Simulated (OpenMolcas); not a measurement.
# Nb3+: moving the ligands

Nb3+ with 6 ligands (iodide, fluoride on the axis) in tetragonal octahedral coordination (D4h) at 2.85 Å, the axial distance 2.029 Å. A charge of +0.5 e stands 2.8 Å behind each ligand. Ligand basis ANO-RCC-VDZP.
```
Nb    0.0000    0.0000    0.0000
I     2.8500    0.0000    0.0000
I     0.0000    2.8500    0.0000
I    -2.8500    0.0000    0.0000
I     0.0000   -2.8500    0.0000
F     0.0000    0.0000    2.0292
F     0.0000    0.0000   -2.0292
```

```yaml
Program: OpenMolcas 26.06
Method: CASSCF
Basis: ANO-RCC-VDZP [6s5p3d1f]
Scalar_Hamiltonian: DKH2, point nucleus
Active_space: 2 electrons in 5 orbitals (4d)
State_averaging: 2S+1 = 3 even, 10 roots; 2S+1 = 1 even, 15 roots
Spin-orbit_coupling: state interaction with AMFI integrals over the reference wave functions
```

Runs around this geometry, states (labels of D4, the rotations of D4h). Energies in cm-1 above the lowest state or level, χT in cm3 K/mol.

| R (Å) | Axial / equatorial distance | Ground state | First state of that spin | First gap with spin-orbit (degeneracies) | χT at 300 K | First state of another spin |
| --- | --- | --- | --- | --- | --- | --- |
| 2.75 | 0.712 | 3E | 6985 | 10.8 (1, 1) | 0.594 | 2S+1 = 1: 2775 |
| 2.85 | 0.712 | 3E | 5632 | 14.6 (1, 1) | 0.555 | 2S+1 = 1: 4271 |
| 2.96 | 0.712 | 3E | 3A2 4464 | 19.6 (1, 1) | 0.514 | 1A1 5561 |
| 2.85 | 0.783 | 3E | 3A2 3614 | 24.5 (1, 1) | 0.559 | 1A1 6849 |

An orbital doublet at a regular site is open to a Jahn-Teller distortion, which this geometry leaves out. Without dynamic correlation the repulsion within the d shell is too large (B by tens of per cent), so at a given field states of lower spin stand too high. With metal d orbitals alone the field can be off either way by tens of per cent. Ligand-to-metal charge-transfer states are missing. With no ligand orbital active B as a rule stays too high, so bands that hang on it stand too high and its fall with covalency is understated. The least metal-like active orbital is 66 % on the metal (Löwdin) and no ligand orbital is active, so the numbers are rough (holds for R = 2.75, ratio = 0.712). The least metal-like active orbital is 71 % on the metal (Löwdin) and no ligand orbital is active, so the numbers are rough (holds for R = 2.85, ratio = 0.712). The least metal-like active orbital is 76 % on the metal (Löwdin) and no ligand orbital is active, so the numbers are rough (holds for R = 2.96, ratio = 0.712). The least metal-like active orbital is 78 % on the metal (Löwdin) and no ligand orbital is active, so the numbers are rough (holds for R = 2.85, ratio = 0.783). No measured value stands beside these numbers; the geometry is a model, was not optimised and need not be the one that this ion takes.

A state without a sure symmetry label is named by its multiplicity alone.
